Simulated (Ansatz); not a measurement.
Calculated with Ansatz (gas phase, PBE0-D4/def2-TZVP geometries, no zero-point term in ΔE). CCSD(T)/CBS is the MP2 limit (def2-TZVPP, def2-QZVPP) plus CCSD(T) − MP2 in def2-TZVPP, frozen cores. This one scheme is used for every species. DFT in def2-TZVPP. B3LYP here is the variant with VWN-RPA as its local correlation; programs differ in this. For Ga outer-core shells are correlated without core-valence functions, which leaves a few kJ/mol of doubt a bond. Scalar relativity is left out up to krypton. One conformer a species, not always the lowest.

Reaction (ligand exchange at a Ga–Cl bond): `[SiH3][GaH][Cl]` + `BS` → `B[S][GaH][SiH3]` + HCl

`[SiH3][GaH][Cl]`:

Z-matrix (Å, degrees):
```
Si
Ga 1 2.404
H 1 1.487 2 109.1
H 1 1.487 2 109.1 3 118.8
H 1 1.487 2 111.9 3 -120.6
Cl 2 2.161 1 113.6 3 -59.2
H 2 1.564 1 133.0 3 120.8
```

`BS`:

Z-matrix (Å, degrees):
```
B
S 1 1.765
H 1 1.192 2 115.8
H 1 1.190 2 121.4 3 -180.0
H 2 1.344 1 99.2 3 180.0
```

`B[S][GaH][SiH3]`:

Cartesian coordinates in Å:
```
B -1.384 -1.004 1.355
S -2.021 -1.121 -0.302
Ga -0.450 -0.035 -1.468
Si 1.443 0.875 -0.289
H -2.025 -1.507 2.227
H -0.355 -0.445 1.597
H -0.762 0.021 -3.005
H 2.195 -0.207 0.401
H 2.364 1.555 -1.241
H 0.997 1.868 0.725
```

HCl:

Z-matrix (Å, degrees):
```
Cl
H 1 1.279
```

```
             level  ΔE (kJ/mol)
         revPBE-D4         38.5
        r2SCAN0-D4         44.7
            revPBE         48.8
              PBE0         45.7
             B3LYP         53.1
           r2SCAN0         46.5
             BHLYP         54.4
SCS-MP2/def2-QZVPP         41.5
```

Q: What does CCSD(T)/CBS give? (Best estimate.)

A: The calculation gave: +38.6 kJ/mol. The listed levels differ from it by -0.1, 6.1, 10.2, 7.1, 14.5, 7.9, 15.8, 2.9 kJ/mol.

Largest T1 diagnostic among the species: 0.015.

At CCSD(T), def2-SVP lies +10.0 kJ/mol from the extrapolated value and def2-TZVPP +0.5 kJ/mol. Leaving LDA and LC-ωPBE aside and taking each functional with its dispersion term where it has one, the values, not all of them listed here, spread over 9.1 kJ/mol, from revPBE-D4 to CAM-B3LYP-D4. LDA lies −7.0 kJ/mol from PBE without D4.
